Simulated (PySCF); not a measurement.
Core-level binding energies of `ClC(Cl)(Cl)[C@H]1C[SiH2]N[SiH2]1`

Compound: C3H8Cl3NSi2.
Geometry (PBE0-D3(BJ)/def2-SVP, Å), atoms numbered from 1 in this order:
```xyz
17
C3H8Cl3NSi2 angstrom
Cl     3.2188    1.2998   -0.3877
C      2.2328   -0.1928   -0.4250
Cl     2.6861   -1.1303   -1.8779
Cl     2.6317   -1.1662    1.0155
C      0.7636    0.1831   -0.4552
C     -0.1944   -1.0146   -0.4691
Si    -1.9205   -0.3969   -0.0102
N     -1.4571    0.9490    0.9976
Si     0.2237    1.4036    0.9299
H      0.6391    0.7617   -1.3884
H      0.1100   -1.7360    0.3079
H     -0.1605   -1.5449   -1.4336
H     -2.7207   -1.4281    0.7197
H     -2.7186    0.0134   -1.2113
H     -2.1369    1.5031    1.5072
H      0.9597    1.1994    2.2123
H      0.4105    2.8228    0.5032
```

Method: delta-SCF UKS SCAN, pcX-2 on the ionised atom, pcseg-1 elsewhere, spin-free X2C in PySCF 2.14.0. Each binding energy is the total energy of the core-ionised species, with the hole localised on one atom, minus that of the ground state; both are solved self-consistently, so orbital relaxation is included.

Problem. List the computed XPS lines with their assignment.

Solution. 
```tsv
atom(s)	bonded to	level	binding energy (eV)	2p1/2 (eV)	above the level's lowest (eV)	count
Si7	N, C and 2 H	Si 2p3/2	106.98	107.60	0.00	1
Si9	N, C and 2 H	Si 2p3/2	106.98	107.61	0.00	1
Cl1/Cl3/Cl4	C	Cl 2p3/2	206.34	207.99	0.00	3
C6	C, 2 H and Si	C 1s	290.44	–	0.00	1
C5	2 C, H and Si	C 1s	291.01	–	+0.57	1
C2	3 Cl and C	C 1s	295.08	–	+4.64	1
N8	H and 2 Si	N 1s	404.24	–	0.00	1
Si7	N, C and 2 H	Si 1s	1846.83	–	0.00	1
Si9	N, C and 2 H	Si 1s	1846.85	–	+0.02	1
Cl1/Cl3/Cl4	C	Cl 1s	2828.89	–	0.00	3
```

The listed C 1s values span 4.64 eV, from C6 (bonded to C, 2 H and Si) to C2 (bonded to 3 Cl and C). The widest gap between neighbouring values is 4.07 eV, between 291.01 and 295.08 eV. Summing the Pauling electronegativity differences to the bonded atoms, each weighted by its formal bond order, gives -1.35 for the lowest site and +1.83 for the highest; no listed site has a larger sum than the highest.

The 2 Si 1s values lie within 0.02 eV of each other; Gaussian lines of 0.5 eV full width would blend them into one maximum.

The 2 Si 2p3/2 values lie within 0.01 eV of each other.

Problem. Express the binding energy of C 1s of C6 in atomic units and per mole.

Solution. 290.44 eV = 10.6735 Eh = 28023 kJ/mol.

One atom of each set of topologically equivalent atoms was ionised and stands for the set; in this conformer not all members are related by symmetry, and their own values weren't computed. Spin–orbit and ligand-field terms were added within each 2p shell after the spin-free SCF. 2p1/2 minus 2p3/2 (ligand field included): Cl 1.65 eV, Si 0.62 eV. One conformer (not necessarily the lowest) at the PBE0-D3(BJ)/def2-SVP geometry, without solvent, vibrations or thermal averaging.
